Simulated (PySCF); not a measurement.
Species: C5H9N3.
Structure used (GFN2-xTB), in Å, numbered top down from 1:
```xyz
17
C5H9N3 angstrom
C     -1.7875   -0.6681    0.7382
C     -1.0186   -0.5051   -0.5713
N     -0.0257    0.5304   -0.4715
C     -0.1852    1.8613   -0.7188
N      0.9106    2.5081   -0.4718
N      1.8232    1.6172   -0.0479
C      1.2723    0.4375   -0.0415
C      1.9354   -0.8277    0.3473
H     -1.1124   -0.9373    1.5472
H     -2.2862    0.2616    1.0030
H     -2.5350   -1.4497    0.6340
H     -0.5194   -1.4419   -0.8342
H     -1.7070   -0.2391   -1.3787
H     -1.0968    2.2933   -1.0778
H      1.9557   -1.5242   -0.4911
H      1.4153   -1.3018    1.1787
H      2.9542   -0.6024    0.6463
```

Theory: PySCF, TDDFT B3LYP/def2-SVPD, vertical, gas phase, core orbitals frozen in the response.

Excitation energies and transition dipoles (atomic units, axes of the coordinates) of those of the lowest 8 singlets that add 0.02 au or more to the mean polarisability:

| state | ΔE (hartree) | μx | μy | μz |
| --- | --- | --- | --- | --- |
| S3 | 0.2283 | 0.107 | -0.120 | 0.206 |
| S4 | 0.2339 | -0.060 | 0.035 | 0.235 |
| S5 | 0.2463 | -0.622 | 0.538 | -0.234 |
| S6 | 0.2485 | 0.115 | 0.161 | 0.040 |
| S7 | 0.2560 | -0.033 | -0.007 | 0.098 |
| S8 | 0.2570 | -0.212 | 0.059 | 0.007 |

Problem. What does each state add to αxx, αyy and αzz, and how do the sums compare with the full static tensor?

Solution. Each state adds 2 μα² / ΔE.

```csv
state,αxx (au),αyy (au),αzz (au)
S3,0.10,0.13,0.37
S4,0.03,0.01,0.47
S5,3.14,2.35,0.44
S6,0.11,0.21,0.01
S7,0.01,0.00,0.08
S8,0.35,0.03,0.00
all 8 states,3.7,2.7,1.4
full response,86.1,86.0,61.1
share (%),4,3,2
```

The rest comes from the higher roots of the same response equations.

Problem. Give the full tensor and its principal values.

Solution. In au, rows and columns x, y, z:
```
x   86.1  2.0  4.7
y    2.0 86.0 -6.1
z    4.7 -6.1 61.1
```
Principal values 58.8, 86.3 and 88.2 au; mean 77.8 au (11.52 Å³).

Problem. By how much does the contribution of these states grow at 589.3 nm?

Solution. With ω = 0.0773 hartree each state's term in the mean polarisability goes from f / ΔE² to f / (ΔE² − ω²), f = (2/3) ΔE |μ|²; the sum over all 8 states goes from 2.63 to 2.92 au, a rise of 0.29 au.

One conformer stands for the species.
